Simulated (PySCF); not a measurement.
**UHF on Bi(2+) (bismuth, charge +2)**

Configuration: [Xe] 4f14 5d10 6s2 6p1, 2P determinant. Calculation: PySCF 2.14, in aug-cc-pVDZ-PP with ECP60MDF (5s4p3d, 32 functions); a scalar-relativistic core potential.

```json
{
 "Total energy": "-212.726459 hartree",
 "One-electron energy": "-358.3882 hartree",
 "Hartree (Coulomb) energy": "161.3161 hartree",
 "Exchange energy": "-15.6543 hartree",
 "⟨S²⟩": "0.7559",
 "⟨L²⟩": "2.017",
 "Sum of ⟨r⟩": "26.83 bohr",
 "Sum of ⟨r²⟩": "43.16 bohr²",
 "Traceless quadrupole moment −½Σ⟨3z² − r²⟩ along its main axis": "-3.27 e·bohr²",
 "Time after the integrals": "0.17 s of wall time on 1 thread of Neoverse-N1 (shared host)"
}
```

```tsv
shell	electrons	mean orbital energy (eV)	spread (eV)	rms radius, mean of both spins (bohr)
5s α	1	-199.61	0	0.899
5s β	1	-199.43	0	0.899
5p α	3	-133.64	0.237	1.02
5p β	3	-133.49	0.669	1.02
5d α	5	-53.396	0.471	1.31
5d β	5	-53.203	0.798	1.31
6s α	1	-35.196	0	2.25
6s β	1	-33.048	0	2.25
6p α	1	-23.265	0	2.83
```

Energies and moments cover only the electrons outside the core potential. Spin-orbit coupling, absent here, splits the open shell strongly.
